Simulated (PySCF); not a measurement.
**Electron correlation in Al (aluminium, neutral)**

[Ne] 3s1 3p2, high-spin 4P determinant (an excited configuration). Computed with PySCF 2.14 in dyall-acv3z, with no relativity, point nucleus. Frozen: [Ne]; 3 electrons correlated; the 23 highest virtual orbitals of each spin left out.

MP2 pair energies summed by pair of shells (mhartree):

```
 pair  energy  share (%)
3p-3p   -5.43       58.1
3s-3p   -3.91       41.9
```

Total MP2 correlation energy: -9.34 mhartree.

Same-spin part -9.34 and opposite-spin part 0.00 mhartree; SCS-MP2 scales them by 1/3 and 6/5 to -3.11 mhartree.
